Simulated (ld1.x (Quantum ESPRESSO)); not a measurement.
**Transferability test, PAW potential for strontium (Sr)**

| Item | Value |
| --- | --- |
| Element | strontium (Sr) |
| Generator | ld1.x (Quantum ESPRESSO) 7.5 |
| Type | PAW |
| Functional | PBE |
| Relativity | fully relativistic |
| Frozen core | [Ar] 3d10 |
| Valence charge | 10 |
| Reference configuration | 4s2 4p6 4d0 5s1.5 5p0 (charge +0.5) |
| Partial waves | 4s (bound): rcut 2.10, rcutus 2.55 bohr; 5s (bound): rcut 2.10, rcutus 2.55 bohr; 4p (bound): rcut 2.20, rcutus 2.50 bohr; 5p (bound, empty): rcut 2.20, rcutus 2.50 bohr; 4d (bound, empty): rcut 2.45, rcutus 3.20 bohr; 4d channel at 3.25 Ry: rcut 2.45, rcutus 3.20 bohr |
| Local potential | all-electron potential smoothed inside 2.45 bohr (lloc = -2) |
| Core correction | Bessel-smoothed model core inside 1.85 bohr |
| Augmentation charge | BESSEL, radius 1.65 bohr |

Open shells are filled in proportion to 2j + 1 (rel_dist='average').

Energies are relative to the spin-unpolarised reference configuration 4s2 4p6 4d0 5s1.5 5p0; without spin polarisation the order of configurations can differ from experiment.

```
  valence configuration  charge  ΔE all-electron (eV)  error AE − PS (meV)
    4s2 4p6 4d0 5s2 5p0       0                -2.339                 +0.1
    4s2 4p6 4d0 5s1 5p0      +1                 3.546                 +0.1
    4s2 4p6 4d0 5s0 5p0      +2                14.552                 +0.2
    4s2 4p5 4d0 5s2 5p0      +1                25.985                 +3.2
    4s2 4p6 4d1 5s0 5p0      +1                 5.311                 -0.1
4s2 4p6 4d0.5 5s1.5 5p0       0                -1.193                 +0.4
```

Q: What are ΔE and the potential's error for 4s2 4p6 4d0 5s0 5p1?

A: ΔE = 6.481 eV all-electron; the error (AE − PS) is +0.7 meV.

Levels in the configuration 4s2 4p6 4d0 5s0 5p1:

```json
{"level": "4s j=1/2", "all-electron (eV)": "-48.455", "pseudo (eV)": "-48.445"}
{"level": "4p j=1/2", "all-electron (eV)": "-31.107", "pseudo (eV)": "-31.099"}
{"level": "4p j=3/2", "all-electron (eV)": "-29.933", "pseudo (eV)": "-29.926"}
{"level": "5p j=1/2", "all-electron (eV)": "-6.121", "pseudo (eV)": "-6.121"}
{"level": "5p j=3/2", "all-electron (eV)": "-6.013", "pseudo (eV)": "-6.013"}
```

The ghost test of this file was not conclusive.
